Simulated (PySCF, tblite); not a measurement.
**Question.** Write Cartesian coordinates for `OC/P=P\C[SiH3]` as optimised with GFN2-xTB.

**Answer.** 
```xyz
14
C2H8OP2Si angstrom
O      1.379   -1.060    0.253
C      2.114    0.016   -0.269
P      1.650    1.696    0.478
P     -0.310    2.037    0.043
C     -0.981    0.607   -0.912
Si    -1.976   -0.573    0.222
H      1.583   -1.148    1.191
H      1.939    0.028   -1.349
H      3.190   -0.122   -0.106
H     -0.207    0.054   -1.438
H     -1.665    1.027   -1.651
H     -2.446   -1.668   -0.628
H     -1.161   -1.075    1.325
H     -3.109    0.182    0.765
```

Orientation and origin are arbitrary. Atoms count from 1 in this order. The 2 C–P bonds span 1.845 Å (P4–C5, drawn single) to 1.896 Å (C2–P3, drawn single), a spread of 0.051 Å. P4 (phosphorus bonded to C and P) is bent (angle 109.3°). Of the pairs four or more bonds apart, H8···H10 is among the closest relative to their van der Waals radii: 2.15 Å, 89 % of the sum of Bondi's values. Si6 (SiH3 silicon) is tetrahedral (angles from 106.5° to 111.6°).

Bonds between heavy atoms (Å): O1–C2 1.404, C2–P3 1.896, P3=P4 2.037, P4–C5 1.845, C5–Si6 1.915.

Computed geometry: GFN2-xTB, gas phase.

Point group: C1 (no symmetry element, even within 0.4 Å). Its lowest GFN2-xTB frequency is 12i cm⁻¹, too small to tell a flat minimum from a shallow saddle. One conformer, not necessarily the lowest (H–O1–C2–P3 -64°, O1–C2–P3–P4 -61°, P3–P4–C5–Si6 100°). 3 starts were optimised and ended at 0.00, 2.08 and 2.11 kcal/mol (GFN2-xTB); the lowest of these is shown.
